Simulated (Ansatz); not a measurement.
`[NH2][Zn][NH2]` + silanol → `[NH2][Zn][O][SiH3]` + NH₃  (ligand exchange at a Zn–N bond)

Program: Ansatz. Geometries: PBE0-D4/def2-TZVP. ΔE: electronic, gas phase. CBS: MP2 limit from def2 TZ/QZ plus the TZ coupled-cluster correction, frozen cores. This one scheme is used for every species. Functionals use def2-TZVPP. For Zn outer-core shells are correlated without core-valence functions, which leaves a few kJ/mol of doubt a bond. Scalar relativity is left out up to krypton. Each species was taken in one conformer, which may not be the lowest.

`[NH2][Zn][NH2]`:

Cartesian coordinates in Å:
```
N 0.272 -1.042 -1.461
Zn 0.037 -0.028 0.022
N -0.066 0.883 1.584
H -0.484 -1.082 -2.128
H 1.139 -0.942 -1.968
H -0.437 0.400 2.389
H -0.460 1.812 1.562
```

`O[SiH3]`:

Cartesian coordinates in Å:
```
O 0.640 0.612 -0.926
Si -0.325 -0.121 0.190
H 1.588 0.521 -0.826
H -0.119 -1.595 0.212
H -1.716 0.187 -0.212
H -0.069 0.396 1.563
```

`[NH2][Zn][O][SiH3]`:

Cartesian coordinates in Å:
```
N 1.204 -1.511 2.147
Zn 0.620 -0.366 0.876
O 0.186 0.883 -0.289
Si -0.803 1.202 -1.532
H 0.512 -1.798 2.826
H 1.661 -2.346 1.804
H -0.756 0.128 -2.569
H -2.223 1.326 -1.088
H -0.402 2.483 -2.173
```

NH₃:

```xyz
4

N     0.221    0.024   -0.173
H    -0.640   -0.121   -0.684
H     0.324   -0.757    0.464
H     0.095    0.854    0.393
```

**Question.** Is it downhill or uphill in electronic energy at CCSD(T)/CBS, and by how much? (An estimate is asked.)

**Answer.** Ansatz gave: Downhill: ΔE = -0.52 eV.

**Question.** What do these levels give: r2SCAN-D4, r2SCAN0, CAM-B3LYP, LC-ωPBE, HF/def2-SVP, HF/def2-QZVPP? (An estimate is asked.)

**Answer.** Computed: r2SCAN-D4 -0.50, r2SCAN0 -0.51, CAM-B3LYP -0.49, LC-ωPBE -0.47, HF/def2-SVP -0.80, HF/def2-QZVPP -0.67 eV.

Largest T1 diagnostic among the species: 0.015.

From PBE to PBE0 (25 % exact exchange), in def2-TZVPP and without D4, ΔE moves by −0.05 eV. At CCSD(T), def2-SVP lies −0.24 eV from the extrapolated value and def2-TZVPP −0.01 eV.
